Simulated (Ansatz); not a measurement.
Frontier orbitals of BrCuH2O, SMILES `[OH2+][Cu-][Br]`.

Charge 0, multiplicity 1. Correlated methods include outer-core shells of Br, Cu, which these sets cover unevenly. Scalar relativity is left out up to krypton. The geometry is a stationary point of PBE0-D4/def2-TZVP. It is one conformer, not always the lowest. Basis def2-TZVPP, Ansatz.

```json
{"functional": "LDA (SPW92)", "HOMO (eV)": "-5.37", "LUMO (eV)": "-2.39", "gap (eV)": "2.98"}
{"functional": "PBE", "HOMO (eV)": "-5.14", "LUMO (eV)": "-2.25", "gap (eV)": "2.89"}
{"functional": "PBE0", "HOMO (eV)": "-6.51", "LUMO (eV)": "-1.37", "gap (eV)": "5.14"}
{"functional": "B3LYP", "HOMO (eV)": "-6.29", "LUMO (eV)": "-1.75", "gap (eV)": "4.54"}
{"functional": "CAM-B3LYP", "HOMO (eV)": "-7.85", "LUMO (eV)": "-0.61", "gap (eV)": "7.24"}
{"functional": "LC-ωPBE", "HOMO (eV)": "-9.13", "LUMO (eV)": "0.71", "gap (eV)": "9.84"}
{"functional": "ωB97M-V", "HOMO (eV)": "-8.76", "LUMO (eV)": "0.12", "gap (eV)": "8.88"}
```

A quarter of exact exchange (PBE0) shifts PBE's HOMO by −1.38 eV and its LUMO by +0.88 eV; full exchange at long range (ωB97M-V) shifts them by −3.62 and +2.37 eV. The gap opens from 2.89 to 8.88 eV, since occupied levels lose self-interaction and empty ones feel all the electrons. A positive LUMO is unbound and depends on the basis.

B3LYP here is the variant with VWN-RPA as its local correlation; programs differ in this. LC-ωPBE has ω = 0.4 bohr⁻¹.
